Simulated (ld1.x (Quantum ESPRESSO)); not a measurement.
## Pseudopotential generation for Au: PAW, BLYP, scalar-relativistic.

gold, PAW, made with ld1.x (Quantum ESPRESSO) 7.5 (BLYP, scalar-relativistic). Core [Kr] 4d10 4f14, reference 5s2 5p6 5d10 6s1 6p0. Waves: 5s (bound): rcut 1.45, rcutus 1.80 bohr; 6s (bound): rcut 1.45, rcutus 1.80 bohr; 5p (bound): rcut 1.45, rcutus 1.70 bohr; 6p (bound, empty): rcut 1.45, rcutus 1.70 bohr; 5d (bound): rcut 1.15, rcutus 1.50 bohr; 5d channel at 2.8 Ry: rcut 1.15, rcutus 1.50 bohr. Local part: all-electron potential smoothed inside 1.75 bohr (lloc = -1). Core correction: a·sin(br)/r model core, default radius (core density twice the valence density). Augmentation charge: BESSEL, radius 1.00 bohr.

Question: Is the overlap operator S = 1 + Σ q|β⟩⟨β| positive definite (Bessel basis up to 400 Ry)?

Answer: No: its lowest eigenvalue is -63.432, in the p channel, so the generalised eigenproblem breaks down once the basis is large enough.

Its largest configuration-test error is -43 meV (5s2 5p6 5d8 6s0 6p0). Test run stopped at test 6 of 7 (negative rho).

The ghost test of this file was not conclusive. Its overlap operator is not positive definite in a basis up to 400 Ry (lowest eigenvalue p -63.43), so the file is unfit for use: the generalised eigenproblem breaks down once the basis is large enough, and its test numbers describe a broken file.
